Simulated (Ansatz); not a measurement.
Frontier orbitals of CH₄Cl₂GeOS (`C[O][Ge]([SH])([Cl])[Cl]`).

```json
{"atom": "C1", "x (Å)": "0.9740", "y (Å)": "1.2587", "z (Å)": "0.3240"}
{"atom": "O2", "x (Å)": "-0.1428", "y (Å)": "0.5551", "z (Å)": "0.8420"}
{"atom": "Ge3", "x (Å)": "-1.0103", "y (Å)": "-0.5598", "z (Å)": "-0.1940"}
{"atom": "S4", "x (Å)": "0.2405", "y (Å)": "-2.1921", "z (Å)": "-0.9660"}
{"atom": "Cl5", "x (Å)": "-2.6146", "y (Å)": "-1.2391", "z (Å)": "1.0171"}
{"atom": "Cl6", "x (Å)": "-1.7584", "y (Å)": "0.4674", "z (Å)": "-1.9096"}
{"atom": "H7", "x (Å)": "1.4011", "y (Å)": "1.8308", "z (Å)": "1.1485"}
{"atom": "H8", "x (Å)": "1.7379", "y (Å)": "0.5775", "z (Å)": "-0.0658"}
{"atom": "H9", "x (Å)": "0.6775", "y (Å)": "1.9517", "z (Å)": "-0.4695"}
{"atom": "H10", "x (Å)": "0.4952", "y (Å)": "-2.6502", "z (Å)": "0.2733"}
```

The species carries charge 0 and has multiplicity 1. Correlated methods include outer-core shells of Ge, which these sets cover unevenly. Scalar relativity is left out up to krypton. The geometry is a stationary point of PBE0-D4/def2-TZVP. It is one conformer, not always the lowest. Basis def2-TZVPP, Ansatz.

| functional | HOMO (eV) | LUMO (eV) | gap (eV) |
| --- | --- | --- | --- |
| PBE | -6.89 | -2.34 | 4.55 |
| B97M-V | -7.30 | -1.98 | 5.32 |
| PBE0 | -8.21 | -1.35 | 6.86 |
| r2SCAN0 | -8.42 | -1.21 | 7.21 |
| HSE06 (plane-wave form) | -7.80 | -1.72 | 6.08 |
| CAM-B3LYP | -9.55 | -0.30 | 9.25 |
| LC-ωPBE | -11.00 | 0.95 | 11.95 |
| ωB97M-V | -10.43 | 0.70 | 11.13 |
| HF | -11.16 | 2.68 | 13.84 |

Against PBE, PBE0 changes HOMO and LUMO by −1.32 and +0.99 eV, ωB97M-V by −3.55 and +3.04 eV. A gap of 4.55 eV thus becomes 11.13 eV for the same molecule, so an orbital gap means little without its functional. A positive LUMO is unbound and depends on the basis.

LC-ωPBE has ω = 0.4 bohr⁻¹.
